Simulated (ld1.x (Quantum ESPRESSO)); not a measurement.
Before and after: RRKJ potential for iron (Fe)

* Element: iron
* Generator: ld1.x (Quantum ESPRESSO) 7.5
* Type: norm-conserving RRKJ (Kleinman–Bylander form)
* Functional: LDA (PZ)
* Relativity: fully relativistic
* Frozen core: [Ar]
* Valence charge: 8
* Reference configuration: 3d6 4s2 4p0
* Partial waves: 4p (bound, empty): rc 3.05 bohr; 3d (bound): rc 1.65 bohr; 4s (bound): rc 2.30 bohr
* Local potential: the s channel
* Core correction: a·sin(br)/r model core, default radius (core density twice the valence density)

Open shells are filled in proportion to 2j + 1 (rel_dist='average').

Change: wave 3d (bound): rc 1.65 bohr becomes 3d (bound): rc 1.26 bohr.

Cutoffs: the cutoffs (Ry, on a coarse ladder) from which the occupation-weighted sum of valence levels, in a spherical-Bessel basis at the reference potential, stays within 10 and 1 mRy of its value at 400 Ry; they do not see the model core or the augmentation charge, which bear on the density cutoff. Errors are all-electron minus pseudo energies relative to the spin-unpolarised reference configuration.

Q: How do hardness, ghosts and transferability respond?

A: The potential gets harder (70 Ry and 100 Ry → 110 Ry and 160 Ry); of the 7 tests that both files solve, the error grows in 7 and shrinks in 0 by more than 15 % and 0.3 meV (median size 185.0 → 243.7 meV); neither file shows a bound ghost. A smaller radius makes the pseudo-wave follow the all-electron one further in, where it bends more sharply, so more plane waves are needed. That the errors move this way runs against the usual rule that smaller radii transfer better.

| quantity | base | changed |
| --- | --- | --- |
| cutoff, loose | 70 Ry | 110 Ry |
| cutoff, tight | 100 Ry | 160 Ry |
| loose cutoff by channel (10 mRy a level) | d 60 Ry, s 8 Ry | d 90 Ry, s 8 Ry |
| bound ghosts | none | none |
| error for 3d6 4s1 4p0, meV [ΔE 8.98 eV] | -3.0 | -5.9 |
| error for 3d6 4s0 4p0, meV [ΔE 25.47 eV] | -27 | -43 |
| error for 3d5 4s0 4p0, meV [ΔE 60.00 eV] | -387 | -459 |
| error for 3d4 4s0 4p0, meV [ΔE 113.38 eV] | -1436 | -2163 |
| error for 3d6.5 4s1.5 4p0, meV [ΔE -0.75 eV] | -53 | -72 |
| error for 3d5 4s2 4p0, meV [ΔE 14.48 eV] | -239 | -372 |
| error for 3d7 4s1 4p0, meV [ΔE -0.83 eV] | -185 | -244 |
| s: phases at 3.31 bohr within 0.05 rad from the reference energy up to (Ry; the scan ends near 5) | 1.5 | 1.5 |
| p1/2: phases at 3.31 bohr within 0.05 rad from the reference energy up to (Ry; the scan ends near 5) | 2.9 | 2.9 |
| p3/2: phases at 3.31 bohr within 0.05 rad from the reference energy up to (Ry; the scan ends near 5) | 2.6 | 2.6 |
| d3/2: phases at 3.31 bohr within 0.05 rad from the reference energy up to (Ry; the scan ends near 5) | 0.4 | 0.4 |
| d5/2: phases at 3.31 bohr within 0.05 rad from the reference energy up to (Ry; the scan ends near 5) | 0.4 | 0.4 |
